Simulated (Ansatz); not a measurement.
Computed with Ansatz on PBE0-D4/def2-TZVP structures; ΔE is electronic, products minus reactants. CBS: MP2 limit from def2 TZ/QZ plus the TZ coupled-cluster correction, frozen cores. This one scheme is used for every species. Double bonds are as drawn, so ΔE can hold a change between cis and trans. DFT in def2-TZVPP. B3LYP here is the variant with VWN-RPA as its local correlation; programs differ in this. One conformer a species, not always the lowest.

Consider the substitution at a C–B bond: `B/C(C)=C/F` + CH₃OH → `CO/C(C)=C\F` + BH₃.

```csv
level,ΔE (kJ/mol)
ωB97X-V,97.8
B2PLYP,105.7
B3LYP,105.7
SCS-MP2/def2-TZVPP,103.3
CCSD/def2-TZVPP,102.4
CCSD(T)/def2-TZVPP,103.3
MP2/def2-QZVPP,111.1
MP2/CBS(def2),112.4
```

(1) What does CCSD(T)/CBS give? (Best estimate.)

Largest T1 diagnostic among the species: 0.012.

Answers

(1) Ansatz gave: +106.6 kJ/mol. The listed levels differ from it by -8.8, -0.9, -0.9, -3.3, -4.2, -3.3, 4.5, 5.8 kJ/mol.

The D4 term adds −3.3 kJ/mol with B3LYP and −2.0 kJ/mol with PBE0; it sums over pairs of atoms, weighted by their polarisabilities, and B3LYP, whose exchange is more repulsive, gets the larger term. In def2-TZVPP, CCSD(T) changes the Hartree–Fock value by +7.6 kJ/mol (the triples alone add +0.9 kJ/mol) and MP2 by +13.4 kJ/mol.
